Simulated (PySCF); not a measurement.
A PySCF script (with the pyscf-properties extension) for the NMR shieldings of `CC(C)(C)C#CC1=CC[SiH2]1`, C₉H₁₄Si, on a GFN2-xTB geometry:

```python
import basis_set_exchange as bse
import numpy as np
from pyscf import gto, dft
from pyscf.prop import nmr

atoms = """
C    -2.512821    1.379913   -0.293001
C    -1.969051    0.012901    0.142269
C    -2.301848   -0.238384    1.618718
C    -2.580272   -1.091751   -0.729064
C    -0.521837    0.004649   -0.022454
C     0.675088   -0.001710   -0.167363
C     2.068971   -0.011003   -0.257154
C     2.870753   -0.002063   -1.338286
C     4.274265   -0.020699   -0.798240
Si    3.519645   -0.038907    0.975171
H    -3.594788    1.407333   -0.177656
H    -2.268768    1.570921   -1.336042
H    -2.077541    2.172779    0.311860
H    -1.861760    0.535690    2.244253
H    -1.908715   -1.201679    1.937586
H    -3.379965   -0.235564    1.767934
H    -3.663062   -1.100612   -0.618781
H    -2.338426   -0.926095   -1.776917
H    -2.191828   -2.065352   -0.437076
H     2.598495    0.014142   -2.383244
H     4.855983    0.855357   -1.085962
H     4.842023   -0.897878   -1.109587
H     3.736001    1.158454    1.786495
H     3.717722   -1.260679    1.754096
"""
names = dict.fromkeys(["C", "Si", "H"], "pcSseg-1")
basis = {el: gto.basis.parse(bse.get_basis(n, elements=[el], fmt="nwchem")) for el, n in names.items()}
mol = gto.M(atom=atoms, basis=basis, charge=0, verbose=0)
mf = dft.RKS(mol, xc="PBE0")
mf.grids.level = 2
mf.grids.alignment = dft.numint.BLKSIZE   # the property module wants whole blocks of grid points
mf.conv_tol = 1e-9
mf.kernel()

calc = nmr.RKS(mf)   # GIAO
C = mf.mo_coeff
Co = C[:, mf.mo_occ > 0]
resp = mf.gen_response(singlet=True, hermi=2)
def vind(x):   # induced exchange potential for any number of trial vectors
    d = np.einsum("pi,xij,qj->xpq", C, 2 * x.reshape(-1, C.shape[1], Co.shape[1]), Co, optimize=True)
    return np.einsum("xpq,pi,qj->xij", resp(d - d.transpose(0, 2, 1)), C, Co, optimize=True).ravel()
mo1, _ = nmr.rhf.solve_mo1(calc, with_cphf=vind)
sigma = calc.kernel(mo1)
for i, s in enumerate(sigma):   # ppm
    w = np.linalg.eigvalsh((s + s.T) / 2)
    print("%2d %-2s iso %8.1f  s11 %8.1f  s22 %8.1f  s33 %8.1f" % (i, mol.atom_pure_symbol(i), w.mean(), *w))
```

Q: What does it print?

A: 
```
 0 C  iso    154.0  s11    137.4  s22    140.0  s33    184.6
 1 C  iso    158.0  s11    153.9  s22    154.7  s33    165.4
 2 C  iso    154.0  s11    137.3  s22    140.3  s33    184.5
 3 C  iso    153.9  s11    137.0  s22    140.1  s33    184.6
 4 C  iso     76.0  s11      5.3  s22      6.3  s33    216.5
 5 C  iso    101.9  s11     18.2  s22     21.4  s33    266.2
 6 C  iso     51.1  s11    -44.8  s22     51.0  s33    147.3
 7 C  iso     23.4  s11    -94.9  s22     27.1  s33    137.9
 8 C  iso    168.4  s11    150.0  s22    168.4  s33    186.9
 9 Si iso    384.7  s11    352.0  s22    364.8  s33    437.4
10 H  iso     30.7  s11     27.0  s22     28.2  s33     36.9
11 H  iso     30.3  s11     26.9  s22     28.2  s33     35.8
12 H  iso     30.3  s11     26.9  s22     28.3  s33     35.7
13 H  iso     30.3  s11     27.0  s22     28.2  s33     35.7
14 H  iso     30.3  s11     27.0  s22     28.1  s33     35.7
15 H  iso     30.7  s11     27.0  s22     28.3  s33     36.9
16 H  iso     30.7  s11     27.0  s22     28.2  s33     36.9
17 H  iso     30.3  s11     26.9  s22     28.2  s33     35.8
18 H  iso     30.3  s11     26.9  s22     28.2  s33     35.7
19 H  iso     24.6  s11     23.0  s22     23.5  s33     27.3
20 H  iso     29.8  s11     26.4  s22     27.3  s33     35.8
21 H  iso     29.8  s11     26.4  s22     27.3  s33     35.8
22 H  iso     26.7  s11     24.2  s22     24.9  s33     31.0
23 H  iso     26.7  s11     24.2  s22     24.9  s33     31.0
```

These numbers come from an equivalent density-fitted implementation of the same equations, which agrees with the script to about 0.01 ppm for H and up to a few tenths of a ppm for heavy atoms, so last digits may differ.

Q: Turn these shieldings into chemical shifts. δ = σ(ref) − σ, references computed at the same level: TMS for ¹³C (186.93 ppm) and ²⁹Si (349.16 ppm) and ¹H (31.72 ppm).

A: Averaging equivalent atoms: C 7: 163.5; C 6: 135.8; C 4: 110.9; C 5: 85.0; C 0/2/3: 32.9; C 1: 28.9; C 8: 18.5; Si 9: -35.6; H 19: 7.14; H 22/23: 5.02; H 20/21: 1.90; H 10/11/12/13/14/15/16/17/18: 1.29 ppm. 

Size and cost of the density-fitted run: 247 basis functions, 67 s wall time on 1 thread of an Arm Neoverse V1, shared host; peak memory 1.2 GiB.
